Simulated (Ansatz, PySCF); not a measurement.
Molecule: CHBrF, charge -1, multiplicity 1. It need not be the lowest isomer of its formula. Whether it binds its extra electron was not tested at this geometry. 
Geometry from a B3LYP-D3(BJ)/def2-TZVP (Ansatz, a quantum-chemistry and plane-wave program) optimisation:
```
C
F 1 1.4115
H 1 1.1141 2 100.81
Br 1 2.2825 3 89.93 2 -103.07
```
Charge -1, spin multiplicity 1.

Total electronic energies in hartree. Cores are frozen in the correlated levels unless marked. Spin-orbit coupling is left out. The frozen core is the preceding noble-gas configuration, with the filled d and f shells of earlier blocks. Non-relativistic. CBS marks a two-point X^-3 extrapolation of the correlation energy; Hartree-Fock from the larger set. [CCSD(T)-MP2]/basis is that difference in the basis named.

```csv
level,program,energy (Eh)
RI-HF/cc-pVTZ,Ansatz,-2710.34582
PBE-D4/def2-TZVPD,Ansatz + dftd4,-2712.21507
TPSS-D4/def2-TZVPD,PySCF + dftd4,-2712.66983
r2SCAN/def2-TZVPD,Ansatz,-2712.65960
PBE0-D3(BJ)/def2-TZVPD,Ansatz + dftd3,-2712.29745
PBE0/def2-TZVP,Ansatz,-2712.29062
TPSSh/def2-TZVPD,PySCF,-2712.65516
PW6B95-D3(BJ)/def2-TZVPD,PySCF + dftd3,-2714.02323
MN15/def2-TZVPD,PySCF,-2712.94230
RI-MP2/cc-pVTZ,Ansatz,-2710.92584
SCS-MP2/6-31G,Ansatz,-2710.08112
SCS-MP2/cc-pVDZ,Ansatz,-2710.63993
CCSD(T)/STO-3G,Ansatz,-2680.56556
CCSD(T)/6-31G*,Ansatz,-2710.37507
"RI-MP2/CBS(aug-cc-pVTZ,aug-cc-pVQZ)+[CCSD(T)-MP2]/aug-cc-pVTZ",Ansatz,-2711.0936
```

Totals of different functionals don't rank their quality; only differences between species are comparable.
